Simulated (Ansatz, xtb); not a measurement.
Two isomers of C5H7NS

Structure X is `N#C[C@H]1C[C@H](S)C1`, a singlet and structure Y is `N#C[C@H]1C[C@@H](S)C1`, a singlet. Both are isolated molecules in the gas phase, relaxed with PBE-D3(BJ)/def2-SVP; the shapes shown needn't be the lowest conformers.

X (Å):

```xyz
14

C    -1.2864   -0.1922   -1.7905
C    -0.3205    0.0108   -0.7175
C    -0.9112    0.7248    0.5466
C    -1.0657   -0.6666    1.2100
C    -0.0788   -1.2569    0.1721
N    -2.0758   -0.3632   -2.6401
S    -0.7843   -0.8848    2.9903
H     0.5913    0.4748   -1.1459
H    -1.8210    1.3396    0.4122
H    -0.1309    1.3321    1.0459
H    -2.0879   -1.0647    1.0448
H     0.4740   -0.3573    2.9957
H     0.9607   -1.2665    0.5548
H    -0.3152   -2.2452   -0.2653
```

Y (Å):

```xyz
14

C    -1.8174   -1.7134    1.1926
C    -1.3666   -0.8466    0.1136
C    -0.3569    0.2985    0.4421
C     0.3438   -0.0072   -0.9067
C    -0.3253   -1.4028   -0.9091
N    -2.1526   -2.4157    2.0693
S     2.1641   -0.0390   -1.0114
H    -2.2563   -0.4459   -0.4158
H    -0.7707    1.3129    0.6016
H     0.2935    0.0240    1.2947
H    -0.0618    0.6221   -1.7240
H     2.3396    1.3063   -1.1386
H     0.3230   -2.1641   -0.4310
H    -0.7063   -1.7986   -1.8693
```

Q: Estimate E(Y) − E(X) at the level CCSD(T)/def2-SVP + ΔMP2/def2-TZVPP.

A: CCSD(T)/def2-SVP + ΔMP2/def2-TZVPP gives E(Y) − E(X) = +0.005 eV, slightly favouring structure X, which is too small a margin to settle the true order.

The same difference at several levels:

```tsv
level	geometry	E(Y) − E(X) (eV)	departure from the last row (eV)	job, with rough time for the two
PBE-D3(BJ)/def2-SVP	PBE-D3(BJ)/def2-SVP	+0.008	+0.003	optimisation, 51 s
HF/def2-SVP	PBE-D3(BJ)/def2-SVP	−0.019	−0.024	part of the CCSD(T) run
MP2/def2-SVP	PBE-D3(BJ)/def2-SVP	−0.002	−0.006	part of the CCSD(T) run
CCSD(T)/def2-SVP	PBE-D3(BJ)/def2-SVP	−0.002	−0.007	single point
CCSD(T)/def2-SVP + ΔMP2/def2-TZVPP	PBE-D3(BJ)/def2-SVP	+0.005		single point, 1.9 min
```

As drawn, both hold the same kinds of bond in the same numbers.

The largest departure from CCSD(T)/def2-SVP + ΔMP2/def2-TZVPP is that of HF/def2-SVP, 0.024 eV. Levels run at GFN2-xTB geometries aren't shown. The last row adds to CCSD(T) the change of the MP2 difference between the two basis sets, here +0.007 eV.

With thermal terms from frequencies at re-optimised GFN2-xTB minima (ideal gas, soft modes damped towards free rotors, one conformer each, 298.15 K, 1 atm): on the last row, ΔE + ΔZPE = 0.000, ΔH = +0.002, ΔG = −0.006 eV.

The correlated steps freeze 11 core orbitals. Run with Ansatz 0.2.0, xtb 6.7.1; the last row on 2 threads of Arm Neoverse V2 on a shared host.
